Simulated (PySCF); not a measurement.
C7H10ClF.
SMILES with atom numbers: `[F:1][CH2:2][C@@:3]12[CH2:4][CH2:5][CH2:6][C@@H:7]1[C@H:8]2[Cl:9]`

NICS is the negative of the GIAO shielding at a point without a nucleus: at the ring centre (0) and 1 Å above and below it (1); zz is the component along the ring normal. Level: GIAO PBE0/pcSseg-1 (PySCF, non-relativistic, gas phase) on the GFN2-xTB geometry, one conformer.

Rings: 1. C3–C4–C5–C6–C7; 2. C3–C7–C8.

```
set  NICS(0)  NICS(1), two faces  NICS(1)zz, two faces
  P    -43.6         -9.9 / -7.4         -25.3 / -18.7
  Q     -9.1         -3.3 / -7.8           -4.0 / -5.0
```

Task: Which set (ppm) belongs to which ring?

Result: P = 2, Q = 1.
- 1 (5-membered carbocycle; formal bonds all single): mean NICS(1)zz -4.5 ppm, shielded. C3, C4, C5, C6, C7 have four or more neighbours, so the value isn't read as a sign of a π ring current.
- 2 (3-membered carbocycle; formal bonds all single): mean NICS(1)zz -22.0 ppm, shielded. C3, C7, C8 have four or more neighbours; no verdict on aromaticity is drawn.

Task: How do the rings differ in shape?

Result: 
| ring | bond lengths (Å) | rms pucker (Å) | HOMA | nearest outside atom to a NICS(1) probe (Å) |
| --- | --- | --- | --- | --- |
| 1 | 1.521, 1.536, 1.537, 1.513, 1.507 | 0.12 | – | hydrogen 1.27 |
| 2 | 1.507, 1.499, 1.504 | 0.00 | – | hydrogen 1.49 |
